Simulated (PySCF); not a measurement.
Harmonic spectrum computed at PBE in the def2-TZVP basis family (core potentials from Rb on, PySCF, no spin–orbit coupling):

| ω (cm⁻¹) | IR (km/mol) |
| --- | --- |
| 204 | 0.7 |
| 309 | 7.9 |
| 416 | 0.0 |
| 472 | 14.1 |
| 480 | 0.4 |
| 519 | 4.6 |
| 706 | 578 |
| 788 | 174 |
| 822 | 104 |

Q: Which molecule gave it? In each, all ligands are bound to the one heavy central atom.
A. SeF₄ (singlet)
B. SiF₄ (singlet)
C. GeF₄ (singlet)
D. SF₄ (singlet)

A: D. It has C2v symmetry with S–F 1.587 Å (×2), S–F 1.685 Å (×2).
